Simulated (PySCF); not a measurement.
Vertical excitations of a molecule CH₅FO₂Si₂ from TDA-PBE/def2-SVPD in PySCF 2.14.0, as energy in eV (oscillator strength): 5.24 (0.003), 5.47 (0.001), 6.02 (0.000), 6.43 (0.022), 6.50 (0.027), 6.60 (0.003), 6.76 (0.004), 6.91 (0.011), 6.97 (0.017), 7.01 (0.006). Lowest triplet (TDA): 4.80 eV. Coordinates come from a B3LYP-D3(BJ)/def2-SVP optimisation. The values are those of a single conformer.

Pick the molecule that these values belong to.
(A) C[Si]1(F)O[SiH2]O1
(B) F[Si@H]1OC[SiH2]O1
(C) O=CO[Si@@H](F)[SiH3]
(D) O[Si@@]1(F)OC[SiH2]1

C, O=CO[Si@@H](F)[SiH3]
